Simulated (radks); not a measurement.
The numbers below are computed, except where a source is named.
Ho44+, 23 electrons, occupied as [Ar] 3d5. Level of theory: non-relativistic Kohn-Sham, TPSS, spin-polarised, spherical densities, point nucleus; open shells are filled with parallel spins first (spin-orbit coupling, left out, can overturn this in heavy ions); meta-GGA in the generalised Kohn-Sham scheme; relativity is left out, which matters for an element this heavy (a radial shooting solver on a logarithmic mesh with Libxc functionals). Some entries of the table are withheld. Estimate them.

| orbital | occ. | eigenvalue (eV) | <r^2> (bohr^2) |
|---|---|---|---|
| 1s up | 1 | -54295.45 | 0.0006840 |
| 1s down | 1 | -54295.43 | 0.0006840 |
| 2s up | 1 | -10734.58 | 0.01069 |
| 2s down | 1 | -10712.03 | 0.01066 |
| 2p up | 3 | (1) | 0.007936 |
| 2p down | 3 | (2) | 0.007909 |
| 3s up | 1 | (3) | 0.06218 |
| 3s down | 1 | (4) | 0.06254 |
| 3p up | 3 | -3825.934 | (5) |
| 3p down | 3 | -3800.804 | (6) |
| 3d up | 5 | -3562.973 | 0.04350 |
| 3d down | 0 | -3529.964 | 0.04392 |

Answer. 
(1) 2p up eigenvalue (eV): -10361.90
(2) 2p down eigenvalue (eV): -10345.25
(3) 3s up eigenvalue (eV): -3980.262
(4) 3s down eigenvalue (eV): -3957.886
(5) 3p up <r^2> (bohr^2): 0.05710
(6) 3p down <r^2> (bohr^2): 0.05751
